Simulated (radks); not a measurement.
Values are calculated unless marked as measured or tabulated.
Task: Valence configurations of the rhenium ion Re+ (all share [Xe]). Code: a radial shooting solver on a logarithmic mesh with Libxc functionals. Model: scalar-relativistic Kohn-Sham, PBE, spin-unpolarised, spherical densities, point nucleus. Order these by energy: 4f14 5d5 6s1; 4f13.5 5d5 6s1 6p0.5; 4f14 5d3 6s1 6p2; 4f14 5d4 6s1 6p1; 4f11.5 5d8 6p0.5; 4f11.5 5d7 6s1 6p0.5; 4f14 5d4 6s2; 4f12 5d7 6s1; 4f14 5d5 6p1; 4f13 5d5 6s1 6p1.

Result: From the lowest, in eV above it: 4f14 5d5 6s1 0.000; 4f14 5d4 6s2 0.712; 4f14 5d5 6p1 5.807; 4f14 5d4 6s1 6p1 6.919; 4f14 5d3 6s1 6p2 15.821; 4f13.5 5d5 6s1 6p0.5 23.157; 4f13 5d5 6s1 6p1 49.565; 4f12 5d7 6s1 91.431; 4f11.5 5d8 6p0.5 121.54; 4f11.5 5d7 6s1 6p0.5 124.60. NIST lists [Xe] 4f14 5d5 6s1 as the ground configuration; this level of theory agrees among the configurations tried. The energies are those of spherical spin-averaged densities, not of single terms.
